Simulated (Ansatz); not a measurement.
`CB1[SiH2]S1`. Total charge 0; spin multiplicity 1.

| atom | x (Å) | y (Å) | z (Å) |
| --- | --- | --- | --- |
| C1 | 1.442 | 0.684 | 0.308 |
| B2 | 0.148 | 0.028 | -0.230 |
| Si3 | -1.635 | -0.713 | -0.018 |
| S4 | -0.441 | -0.513 | -1.817 |
| H5 | 1.902 | 0.029 | 1.056 |
| H6 | 1.200 | 1.611 | 0.838 |
| H7 | 2.180 | 0.902 | -0.466 |
| H8 | -2.881 | 0.091 | -0.033 |
| H9 | -1.916 | -2.119 | 0.362 |

Problem. List the harmonic frequencies (cm⁻¹, unscaled) at PBE0-D4/def2-TZVP in Ansatz. (An estimate is asked.)

Solution. Computed: 73, 232, 259, 429, 536, 540, 586, 617, 704, 831, 944, 956, 1205, 1335, 1444, 1446, 2229, 2242, 3038, 3101, 3131.

Problem. Is this a minimum?

Solution. Yes, all 21 modes are real.

Problem. Give the ideal-gas thermochemistry at 298.15 K and 1 bar (rigid rotor, harmonic oscillator; point group Cs, symmetry number 1).

Solution. Zero-point energy 154.8 kJ/mol; H(298) − E = 172.8 kJ/mol; entropy 321.3 J/(mol·K), of which translation 164.7, rotation 109.3, vibration 47.3; G(298) − E = 77.0 kJ/mol. Modes under 100 cm⁻¹ are hindered rotations or soft bends, so the harmonic entropy is rough.
